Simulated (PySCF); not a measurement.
These 2 structures share the formula C2H8SSeSi. Method: PBE0-D3(BJ)/def2-SVP geometry optimisation, gas phase (PySCF 2.14.0). Energies are electronic, without zero-point or thermal terms, for one conformer each. No frequencies were run at this level. Point groups hold within 0.08 Å.

Question: Rank from lowest to highest electronic energy at this level (kJ/mol).
A. `[CH3:1][S:2][SiH2:3][Se:4][CH3:5]` with C1–S2–Si3–Se4 59°, S2–Si3–Se4–C5 -142°
B. `[CH3:1][S:2][SiH2:3][CH2:4][SeH:5]` with C1–S2–Si3–C4 177°, S2–Si3–C4–Se5 177°, Si3–C4–Se5–H -60°

Answer: A (0.0), B (65.0).

As drawn, the higher has an Si–C bond, which the lower lacks.

```
        SMILES       E (Eh)  E rel (kJ/mol)  dipole (D)  point group       A, B, C (MHz)
 CS[SiH2][Se]C  -3169.10953             0.0        2.32           C1  3846, 966.3, 913.7
CS[SiH2]C[SeH]  -3169.08479            65.0        1.25            –  9332, 550.9, 528.9
```
